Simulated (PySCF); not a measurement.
SMILES Cc1ccc(-c2ccccc2F)s1 (C11H9FS) (GFN2-xTB optimised geometry):

```
22

C     -1.910    -3.921    -0.003
C     -0.982    -2.760     0.000
C      0.378    -2.760     0.000
C      0.944    -1.470     0.000
C      0.014    -0.466     0.001
C      0.188     0.971     0.005
C     -0.912     1.820     0.171
C     -0.779     3.193     0.177
C      0.467     3.776     0.016
C      1.577     2.968    -0.153
C      1.429     1.595    -0.157
F      2.549     0.858    -0.335
S     -1.599    -1.142     0.005
H     -2.540    -3.908    -0.892
H     -2.563    -3.894     0.868
H     -1.343    -4.849     0.011
H      0.966    -3.661     0.001
H      2.004    -1.305     0.005
H     -1.888     1.377     0.299
H     -1.653     3.813     0.309
H      0.577     4.849     0.020
H      2.563     3.385    -0.285
```

Calculation: PBE/def2-SVP in PySCF 2.14.0.

What are the frontier orbital energies and the dipole moment?

HOMO-2 -6.19 eV, HOMO-1 -6.07 eV, HOMO -5.07 eV, LUMO -1.90 eV, LUMO+1 -0.97 eV; dipole moment 0.93 D.

Meta-Löwdin charges at PBE/def2-SVP: C1 -0.31, C2 -0.08, C3 -0.15, C4 -0.14, C5 -0.11, C6 -0.03, C7 -0.11, C8 -0.11, C9 -0.11, C10 -0.14, C11 0.26, F12 -0.24, S13 0.21, H14 0.12, H15 0.12, H16 0.12, H17 0.11, H18 0.13, H19 0.11, H20 0.11, H21 0.11, H22 0.12.
